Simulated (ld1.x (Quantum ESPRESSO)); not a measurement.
**Sn, RRKJ: configuration errors across variants**

* Element: Sn
* Generator: ld1.x (Quantum ESPRESSO) 7.5
* Type: norm-conserving RRKJ (Kleinman–Bylander form)
* Functional: PBEsol
* Relativity: fully relativistic
* Frozen core: [Kr]
* Valence charge: 14
* Reference configuration: 4d10 5s1 5p3
* Partial waves: 5s (bound): rc 1.90 bohr; 5p (bound): rc 1.75 bohr; 4d (bound): rc 1.05 bohr; 4f channel at 0.5 Ry: rc 1.80 bohr
* Local potential: all-electron potential smoothed inside 1.85 bohr (lloc = -1)
* Core correction: a·sin(br)/r model core inside 0.50 bohr
* rho0: 0.02

Open shells are filled in proportion to 2j + 1 (rel_dist='average').

All-electron excitation energies from the reference (eV): (1) 4d10 5s2 5p2 -6.989; (2) 4d10 5s2 5p1 -0.078; (3) 4d10 5s2 5p0 13.911; (4) 4d10 5s1 5p2 7.589; (5) 4d10 5s1 5p0 44.925; (6) 4d10 5s2 5p2.3 -7.845; (7) 4d10 5s0 5p0 85.967.

Tests that are not counted but printed errors over 1 eV. “wave 5s (bound): rc 1.90 bohr becomes 5s (bound): rc 2.56 bohr”: 4d10 5s2 5p2 (pseudo-atom not self-consistent, printed error +75.3 eV); 4d10 5s2 5p2.3 (pseudo-atom not self-consistent, printed error +8.9 eV).

1 further variants failed, have other tests or too few solved ones, and are left out.

A true bound ghost makes a file unfit for plane-wave use even where its test errors are small: the radial tests pick states by their node count and pass the ghost by. Where a test does run into it, the solver fails or the error is huge.

Errors AE − PS in meV (a dash: test not solved or not reliable):

| change | (1) | (2) | (3) | (4) | (5) | (6) | (7) | bound ghosts |
| --- | --- | --- | --- | --- | --- | --- | --- | --- |
| base | -3.3 | +0.1 | -13 | +2.9 | -46 | -3.6 | -37 | s |
| wave 4f channel at 0.5 Ry: rc 1.80 bohr becomes 4f channel at 0.1 Ry: rc 1.80 bohr | -3.3 | +0.1 | -13 | +2.9 | -46 | -3.6 | -37 | s |
| wave 5s (bound): rc 1.90 bohr becomes 5s (bound): rc 2.56 bohr | – | -13 | -29 | +1.3 | -76 | – | -69 | s |
| wave 4d (bound): rc 1.05 bohr becomes 4d (bound): rc 1.16 bohr | -3.3 | +0.1 | -13 | +2.9 | -46 | -3.6 | -37 | s |
| core correction a·sin(br)/r model core inside 0.98 bohr | -3.1 | +0.1 | -13 | +2.9 | -46 | -3.5 | -37 | s |

Question: Give the same row for: local potential all-electron potential smoothed inside 1.74 bohr (lloc = -1).

Answer: -0.1, +0.2, -3.6, +4.8, -21, +0.9, -37; bound ghosts: s.
